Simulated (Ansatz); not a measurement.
Consider the redistribution: `[NH2][In]([SH])[O][SiH3]` + `O=C[SiH2]Br` → `[NH2][In]([SH])[Br]` + `O=C[SiH2]O[SiH3]`.

Program: Ansatz. Geometries: PBE0-D4/def2-TZVP. ΔE: electronic, gas phase. CCSD(T)/CBS is the MP2 limit (def2-TZVPP, def2-QZVPP) plus CCSD(T) − MP2 in def2-TZVPP, frozen cores. Functionals use def2-TZVPP. B3LYP here is the variant with VWN-RPA as its local correlation; programs differ in this. Elements past krypton have def2 core potentials. For Br, In outer-core shells are correlated without core-valence functions, which leaves a few kJ/mol of doubt a bond. Scalar relativity is left out up to krypton. Each species was taken in one conformer, which may not be the lowest.

CCSD(T)/CBS gives -108.1 kJ/mol.

Another level gave -111.6 kJ/mol. Which?
A. r2SCAN/def2-TZVPP
B. PBE-D4/def2-TZVPP
C. B3LYP-D4/def2-TZVPP
D. HF/def2-TZVPP

A. r2SCAN -111.6, HF/def2-TZVPP -136.3, B3LYP-D4 -117.3, PBE-D4 -101.9 kJ/mol.

Largest T1 diagnostic among the species: 0.015.

From PBE to PBE0 (25 % exact exchange), in def2-TZVPP and without D4, ΔE moves by −10.0 kJ/mol. In def2-TZVPP, CCSD(T) changes the Hartree–Fock value by +25.6 kJ/mol (the triples alone add +4.2 kJ/mol) and MP2 by +26.4 kJ/mol.
